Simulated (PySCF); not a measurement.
Relaxation of singlet TeOF₂

Level of theory: PBE0 in PySCF with Te def2-TZVP with ECP28, O def2-TZVP, F def2-TZVP; scalar-relativistic core potentials, no spin–orbit coupling; density-fitted integrals. A (50,194) grid was used.

A start displaced from a saddle point along its imaginary mode, of Cs symmetry, held to at least that symmetry:

```xyz
4
charge 0 multiplicity 1, angstrom
Te    0.0623    0.1079   -0.0378
O    -0.8149   -1.4113    0.0220
F     1.8165   -0.7484    0.1200
F    -1.5563    1.1991    0.1200
```

Optimiser trace:
```
step  E − E(last) (kJ/mol)  largest gradient (Eh/bohr)
   0                118.62                     0.00813
   1                109.14                     0.01436
   2                105.02                     0.02637
   3                 94.72                     0.03046
   4                 73.10                     0.02576
   5                 37.77                     0.02119
   6                 11.72                     0.03589
   7                  2.08                     0.00863
   8                  0.29                     0.00400
   9                  0.00                     0.00051
  10                  0.00                     0.00022
```

It ends at Cs with Te–F 1.882 Å (×2), Te–O 1.753 Å; F–Te–F 91.5°, F–Te–O 102.6° (×2) (after a last refinement on a finer grid). A frequency run shows a minimum. Other isomers or separated fragments may lie lower.

Final geometry:
```xyz
4
charge 0 multiplicity 1, angstrom
Te   -0.0039   -0.0067   -0.2656
O    -0.8446   -1.4628    0.2305
F     1.5375   -0.0339    0.8136
F    -0.7980    1.3146    0.8136
```

The relaxation took of the order of 2.9 core-minutes on a shared host.
